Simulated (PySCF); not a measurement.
C6H8O2Si.
SMILES with atom numbers: `[O:1]=[CH:2][CH2:3][C:4]1=[CH:5][SiH2:6][CH:7]=[CH:8][O:9]1`

Geometry (GFN2-xTB, Å), atoms numbered from 1 in this order:
```
atom  x, y, z in Å
O1    -3.6363    0.5913    0.4098
C2    -2.6577    0.7393   -0.2631
C3    -1.8378   -0.3732   -0.8613
C4    -0.4213   -0.2617   -0.3403
C5     0.0762   -1.0484    0.6144
Si6    1.8236   -0.8704    1.2536
C7     2.3249    0.5911    0.2017
C8     1.4872    1.1328   -0.6786
O9     0.2176    0.7626   -0.9712
H10   -2.2538    1.7449   -0.4866
H11   -2.2712   -1.3390   -0.6050
H12   -1.8244   -0.2395   -1.9454
H13   -0.5818   -1.8049    1.0123
H14    1.8636   -0.5692    2.6912
H15    2.6340   -2.0658    0.9780
H16    3.3025    1.0394    0.2817
H17    1.7477    1.9827   -1.3011
```

NICS is the negative of the GIAO shielding at a point without a nucleus: at the ring centre (0) and 1 Å above and below it (1); zz is the component along the ring normal. Level: GIAO PBE0/pcSseg-1 (PySCF, non-relativistic, gas phase) on the GFN2-xTB geometry, one conformer.

Ring bond lengths (Å), with Mayer bond orders in brackets: C4–C5 1.333 (1.80), C5–Si6 1.869 (0.89), Si6–C7 1.869 (0.89), C7–C8 1.330 (1.85), C8–O9 1.354 (1.02), O9–C4 1.362 (0.97).

**Question.** What do the NICS probes read (ppm)?

**Answer.** 
```csv
ring,type,NICS(0),"NICS(1), two faces","NICS(1)zz, two faces",rms pucker (Å),"centre to ring atoms, mean (Å)"
C4–C5–Si6–C7–C8–O9,"6-membered ring with O and Si; formal bonds 2 double, 4 single",0.4,-1.5 / -1.3,1.1 / 1.1,0.01,1.51
```

**Question.** What can be read from them?

**Answer.** 
- C4–C5–Si6–C7–C8–O9: mean NICS(1)zz 1.1 ppm, near zero. Si6 has four or more neighbours, so the value isn't read as a sign of a π ring current.

**Question.** At the first NICS(1) probe listed for ring C4–C5–Si6–C7–C8–O9, 1 Å off the ring, what do the in-plane components average?

**Answer.** The isotropic value is a third of the trace: (3 × -1.5 − (1.1))/2 = -2.8 ppm.

The run took 28 s wall on one thread of an Intel Xeon 6975P-C, shared host with 192 logical CPUs at a one-minute load of 74, and the process peaked at 0.88 GiB of memory. This is the whole shielding run at PBE0/pcSseg-1, SCF included.
